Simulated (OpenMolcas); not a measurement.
## Computed transition rates of Cr V

```json
{"Program": "OpenMolcas 26.06", "Method": "CASSCF", "Basis": "ANO-RCC-VTZP [6s5p3d2f1g]", "Scalar Hamiltonian": "DKH2, point nucleus", "Active space": "2 electrons in 10 orbitals (3d 4d)", "State averaging": "2S+1 = 3 even, 10 roots; 2S+1 = 1 even, 15 roots", "Spin-orbit coupling": "state interaction with AMFI integrals over the reference wave functions, term energies averaged over their components"}
```

Rates come from the transition moments of the reference wave functions (E1 and E2 in the length form). At fixed line strength A goes as λ^-3 for E1 and M1 and as λ^-5 for E2, so a rate at the computed wavelength can be rescaled to the measured one. Measured vacuum wavelengths follow from level energies in Sugar and Corliss, J. Phys. Chem. Ref. Data 6, 317 (1977). Branching counts decays inside the model space alone, at computed energies, and the table is only a selection of the E2 and M1 lines, drawn from those between levels with measured partners whose computed energy lies within a factor of 1.5 of the measured one.

```csv
Upper,Lower,Type,λ computed (nm),λ measured (nm),A computed (s-1),A rescaled (s-1),Branching %
3d2 1S0,3d2 1D2,E2,232.9,263.4,3.22e+01,1.74e+01,94.6
3d2 1S0,3d2 3P1,M1,250.3,281.9,1.27e+00,,3.7
3d2 1S0,3d2 3P2,E2,252.7,284.9,4.97e-01,,1.5
3d2 3P0,3d2 3F2,E2,529.1,645.5,2.03e-01,7.51e-02,100.0
3d2 1D2,3d2 3F3,M1,641.6,788.7,1.31e-01,,63.8
3d2 3P2,3d2 3F4,E2,546.4,671.2,1.30e-01,4.65e-02,61.5
3d2 3P1,3d2 3F3,E2,538.6,659.3,1.24e-01,4.51e-02,60.0
3d2 1G4,3d2 3F4,M1,424.8,479,8.34e-02,,60.1
3d2 1D2,3d2 3F2,M1,621.4,758.3,7.30e-02,,35.5
3d2 3P1,3d2 3F2,E2,524.3,637.9,7.07e-02,2.65e-02,34.2
3d2 1G4,3d2 3F3,M1,413.3,464.9,5.43e-02,,39.1
3d2 3P2,3d2 3F3,E2,527.6,643.8,4.05e-02,1.50e-02,19.1
3d2 3P2,3d2 1D2,M1,2968,3505,2.98e-02,,14.1
3d2 3P1,3d2 1D2,M1,3354,4018,1.17e-02,,5.7
3d2 3P2,3d2 3F2,E2,513.8,623.4,6.42e-03,2.44e-03,3.0
3d2 3F4,3d2 3F3,M1,15350,15790,5.62e-03,5.16e-03,100.0
3d2 3F3,3d2 3F2,M1,19700,19680,3.37e-03,3.38e-03,100.0
3d2 3P2,3d2 3F3,M1,527.6,643.8,3.22e-03,,1.5
3d2 1D2,3d2 3F4,E2,669.6,830.1,1.10e-03,,0.5
3d2 1G4,3d2 1D2,E2,1162,1132,8.18e-04,9.32e-04,0.6
```

Spin-changing lines and M1 lines between different terms are not rescaled, since their strength hangs on the term gaps too.

The largest correction is for 3d2 3P2 → 3d2 3F4 (E2): 1.30e-01 × (546.4 / 671.2)^5 = 4.65e-02 s-1, a factor of 0.36.

The computed rate and branching of 3d2 3F3 → 3d2 3F2 give the upper level a radiative lifetime of 1.000 / 3.37e-03 s-1 = 2.97e+02 s, counting decays inside the model space alone. The rescaled rate gives about 3.0e+02 s.

These are rates of the free ion; in crystals, glasses and complexes forced electric-dipole and non-radiative decay shorten such lifetimes by orders of magnitude. No measured rate stands beside these. Rescaling mends the energy factor alone: line strengths can still be far off where a level mixes with configurations outside the active space, and weak or spin-changing lines hang on small mixing coefficients that depend on the term gaps too, so rescaling need not improve them.

Without dynamic correlation excited terms often stand tens of per cent too high (terms of higher spin than the ground term too low), and those without a measured partner can miss by more than the paired ones. Active for correlation alone: 4d; no level in the range computed is led by a configuration that fills it, so any true level of that kind is missing. Computed and measured levels are paired by configuration, term and J; levels that our copy of the source lacks, or whose pairing is in doubt (as where it misses far off the trend of its configuration), stay unpaired. Levels of configurations outside the active space are missing.
